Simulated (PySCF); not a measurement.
# Isomerisation enthalpies of C8H18

**Experimental background.**

CRC Handbook of Chemistry and Physics lists, for the gas at 298.15 K: enthalpy of formation of `CC(C)(C)C(C)(C)C` (tetramethylbutane) -226 kJ/mol; enthalpy of formation of `CC(C)CC(C)(C)C` (2,2,4-trimethylpentane) -224 kJ/mol; enthalpy of formation of `CC(C)CCC(C)C` (2,5-dimethylhexane) -222.5 kJ/mol; enthalpy of formation of `CCCCCCCC` (octane) -208.5 kJ/mol.

How close the calculation comes is told at the end.

Differences of these values give the isomerisation enthalpies. Geometries: PBE0-D3(BJ)/def2-SVP; runs in PySCF, gas phase, with a dispersion term only where the level names one. Total electronic energies (Eh):

| SMILES | PBE0-D3(BJ)/def2-SVP | PBE0/pcSseg-1 |
| --- | --- | --- |
| CC(C)(C)C(C)(C)C | -315.10421 | -315.26281 |
| CC(C)CC(C)(C)C | -315.10571 | -315.26494 |
| CC(C)CCC(C)C | -315.10830 | -315.26845 |
| CCCCCCCC | -315.10683 | -315.26792 |

Zero-point and thermal terms are left out, so the computed numbers are electronic energies.

## Comparison

Relative to `CC(C)(C)C(C)(C)C`, the lowest by measurement, in kJ/mol (measured: enthalpies at 298.15 K; computed: electronic energies):

| SMILES | measured | PBE0-D3(BJ)/def2-SVP | PBE0/pcSseg-1 |
| --- | --- | --- | --- |
| CC(C)(C)C(C)(C)C | 0.0 | 0.0 | 0.0 |
| CC(C)CC(C)(C)C | 2.0 | -3.9 | -5.6 |
| CC(C)CCC(C)C | 3.5 | -10.7 | -14.8 |
| CCCCCCCC | 17.5 | -6.9 | -13.4 |

Measured values: -226 kJ/mol (298.15 K; CRC Handbook of Chemistry and Physics) for the first row; the others come from the same table. Mean unsigned miss over the other isomers: PBE0-D3(BJ)/def2-SVP 14.8, PBE0/pcSseg-1 18.9 kJ/mol. PBE0-D3(BJ)/def2-SVP and PBE0/pcSseg-1 put another isomer lowest. The two lowest measured values lie only 2.0 kJ/mol apart, so their order may not be settled by the table. One conformer stands for `CC(C)CC(C)(C)C`, `CC(C)CCC(C)C` and `CCCCCCCC`, not necessarily the lowest, while the measurement averages over conformers. Where a level misses, the cause wasn't examined.

The values belong to the conformer `[CH3:1][CH:2]([CH3:3])[CH2:4][C:5]([CH3:6])([CH3:7])[CH3:8]`: C1–C2–C4–C5 174°, C2–C4–C5–C6 -162°.
